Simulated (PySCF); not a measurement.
Computed structure and properties of [Lu(SH)2]+

System: [Lu(SH)2]+ (singlet); start: template (C2). Method: PySCF 2.14.0, RKS PBE0, Lu def2-SVP with ECP28, S def2-SVP, H def2-SVP; non-relativistic Hamiltonian with scalar-relativistic core potentials where named; density fitting; no spin-orbit coupling.

Input of the relaxation:

```python
mol = gto.M(atom='''
Lu     0.00000    -0.00000    -0.28747
S      2.41490    -0.00000     0.79333
H      3.22910    -0.33650    -0.21807
S     -2.41490     0.00000     0.79333
H     -3.22910     0.33650    -0.21807''',
    basis={'Lu': 'def2-SVP', 'S': 'def2-SVP', 'H': 'def2-SVP'},
    ecp={'Lu': 'def2-SVP'},
    charge=1, spin=0)
mf = dft.RKS(mol, xc='PBE0')
mf.grids.atom_grid = (50, 194)  # f atoms: unpruned, at least (60, 302)
mf = mf.density_fit()  # fitting sets: Lu def2-universal-JKFIT, S def2-universal-JKFIT, H def2-universal-JKFIT
mf.conv_tol = 1e-08; mf.max_cycle = 55
mf.kernel(dm0)  # dm0: converged density of the start geometry
# quasi-Newton relaxation in Cartesian coordinates to a largest gradient under 0.00045 Eh/bohr, steps kept in the point group
```

Run from Python with OMP_NUM_THREADS=2; the lines above give its settings. Where DIIS fails, smearing, a level shift and second-order steps follow.
It took 84 s on 2 threads of Intel(R) Xeon(R) Processor @ 2.70GHz (shared host), from the converged density of the start.

Course of the relaxation:

```json
{"step": "0", "energy above end (eV)": "0.8136", "largest force component within the symmetry (eV/Å)": "1.959"}
{"step": "1", "energy above end (eV)": "0.4776", "largest force component within the symmetry (eV/Å)": "1.111"}
{"step": "2", "energy above end (eV)": "0.2225", "largest force component within the symmetry (eV/Å)": "0.833"}
{"step": "3", "energy above end (eV)": "0.1256", "largest force component within the symmetry (eV/Å)": "0.618"}
{"step": "4", "energy above end (eV)": "0.0193", "largest force component within the symmetry (eV/Å)": "0.387"}
{"step": "5", "energy above end (eV)": "0.0016", "largest force component within the symmetry (eV/Å)": "0.111"}
{"step": "6", "energy above end (eV)": "0.0008", "largest force component within the symmetry (eV/Å)": "0.071"}
{"step": "7", "energy above end (eV)": "0.0006", "largest force component within the symmetry (eV/Å)": "0.048"}
{"step": "8", "energy above end (eV)": "0.0002", "largest force component within the symmetry (eV/Å)": "0.026"}
{"step": "9", "energy above end (eV)": "0.0000", "largest force component within the symmetry (eV/Å)": "0.025"}
{"step": "10", "energy above end (eV)": "0.0000", "largest force component within the symmetry (eV/Å)": "0.019"}
```

Relaxed geometry (C2):

```xyz
5

Lu    0.0000    0.0000   -0.6757
S     1.8388   -0.0406    0.8672
H     2.7737   -0.2573   -0.0979
S    -1.8388    0.0406    0.8672
H    -2.7737    0.2573   -0.0979
```

```
    contact      Å
Lu1–S2 (SH)  2.401
Lu1–S4 (SH)  2.401
```

On the finer grid (75, 302):

The HOMO is -12.33 eV, the LUMO is -7.88 eV and the dipole about the centre of mass is 6.80 D. The set of Mulliken populations of Lu1 outside the core potential is s 4.48, p 12.31, d 11.21, f 14.03. The D3(BJ) dispersion energy (not in the energies) is -0.116 eV.

| atom | Mulliken (e) | Löwdin (e) | spin (e) |
| --- | --- | --- | --- |
| Lu1 | 0.98 | 0.46 | 0.00 |
| S2 | -0.13 | 0.22 | 0.00 |
| H3 | 0.14 | 0.05 | 0.00 |
| S4 | -0.13 | 0.22 | 0.00 |
| H5 | 0.14 | 0.05 | 0.00 |

On the grid (50, 194), as all that follows. Harmonic modes: a minimum; lowest 83 cm⁻¹ (negative: unstable), highest 2648 cm⁻¹, zero-point energy 0.453 eV.

Taking off one SH (charge -1, singlet; the rest: singlet) in vacuum, both parts rigid, costs 15.07 eV; the small basis without counterpoise inflates it. Most of it is the attraction of opposite charges; other ways to part are cheaper, and one spin state was tried for the rest.

Rigid scan of SH along the line from its metal:

distance to S2 (Å), energy (eV) and a bar:
```
     2.10      0.948 ########
     2.20      0.365 ###
     2.30      0.079 #
     2.40      0.000 
     2.50      0.061 #
     2.60      0.216 ##
     2.80      0.682 ######
     3.10      1.519 #############
     3.50      2.570 ######################
     4.00      3.545 ##############################
```

One start shape was tried, so this needn't be the lowest isomer.
